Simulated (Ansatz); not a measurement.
Basis-set extrapolation for H4OSSi2 (PBE0-D4/def2-TZVP geometry, frozen core, the Gaussian-basis code of Ansatz). Multiplicity 1, RHF reference.

```
                       def2-TZVPP    def2-QZVPP
                 HF  -1052.614040  -1052.647863
    MP2 correlation     -0.686497     -0.738710
CCSD(T) correlation     -0.773417       not run
```

Energies in hartree. Use E(X) = E(∞) + A·exp(−7.88·√X) for Hartree–Fock and E(X) = E(∞) + B·X^(−2.97) for correlation, with X = 3 and 4, and add CCSD(T) minus MP2 of the smaller set to the MP2 limit.

Question: What is the CCSD(T) energy at the basis-set limit?

Answer: HF limit: -1052.647863 + (-0.033823) × 0.13774 = -1052.65252. MP2 limit: -0.738710 + (-0.052213) × 0.74074 = -0.77739. Higher-order term: -0.773417 − (-0.686497) = -0.08692. Total: -1053.51683 hartree, 81.2 kcal/mol below CCSD(T)/def2-TZVPP.
